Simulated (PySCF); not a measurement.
# Excitation energy of Yb by level of theory

Yb [Xe] 4f14 6s2 (1S) → Yb [Xe] 4f14 6s1 6p1 (3P), as a difference of total energies. Computed with PySCF 2.14 in x2c-TZVPPall, with scalar relativity by spin-free X2C-1e. Correlated levels: valence: [Kr] 4d10 frozen; valence and next inner shell: [Ar] 3d10 frozen. The calculations carry no spin-orbit coupling.

```csv
method,excitation energy (eV),error (eV)
UHF,1.385,-0.954
LDA,2.489,+0.150
PBE,2.304,-0.035
PBE0,2.157,-0.182
r2SCAN,2.052,-0.287
MP2 (valence),2.379,+0.040
SCS-MP2 (valence),2.390,+0.051
MP2 (valence and next inner shell),2.394,+0.055
SCS-MP2 (valence and next inner shell),2.403,+0.064
```

Reference: 2.339 eV (measured; NIST levels, between the centres of gravity of the two terms).

Errors of the correlated levels include the incompleteness of this basis and the frozen core.

The basis was made for the ground configuration and has no added diffuse functions, so the excitation energy can come out too high.
